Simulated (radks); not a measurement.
Removal energies from the cobalt ion Co12+, [Ne] 3s2 3p(1/2: 2, 3/2: 1), by Delta-SCF beside the eigenvalue of the level emptied. Method: Dirac Kohn-Sham, relativistic LDA (MacDonald-Vosko exchange, VWN5 correlation), spin-unpolarised, spherical densities, finite nucleus; Fermi nuclear charge, rms radius of each element as measured or else 0.836 A^(1/3) + 0.57 fm; computed with a radial shooting solver on a logarithmic mesh with Libxc functionals. Sub-shells are occupied by j as written (lower j first in brackets).

| removed from | final configuration | Delta-SCF (eV) | -eigenvalue (eV) |
|---|---|---|---|
| 3p3/2 | [Ne] 3s2 3p(1/2: 2, 3/2: 0) | 371.94 | 355.31 |
| 3p1/2 | [Ne] 3s2 3p(1/2: 1, 3/2: 1) | 374.89 | 358.13 |
| 3s1/2 | [Ne] 3s1 3p(1/2: 2, 3/2: 1) | 410.78 | 394.23 |
| 2p3/2 | [He] 2s2 2p(1/2: 2, 3/2: 3) 3s2 3p(1/2: 2, 3/2: 1) | 1160.7 | 1114.3 |
